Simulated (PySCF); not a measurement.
C2H4Si, SMILES C([SiH3])#C.

Geometry optimised at TPSSh-D3(BJ)/def2-TZVP.

All values below come from PBE/def2-TZVPD in PySCF.

Gas-phase values at a fixed geometry.

Computed frontier levels, gap, dipole moment and polarisability:
```yaml
highest_occupied_level: -7.12 eV
lowest_empty_level: -1.12 eV
orbital_gap: 5.99 eV
dipole_moment: 0.36 D
quadrupole, principal values (traceless, Buckingham form, about the centre of nuclear charge): -3.30, -3.30, 6.60 D·Å
mean_static_polarisability: 52.7 bohr³ (7.81 Å³)
polarisability_principal_values: 43.3, 43.3, 71.6 bohr³
```
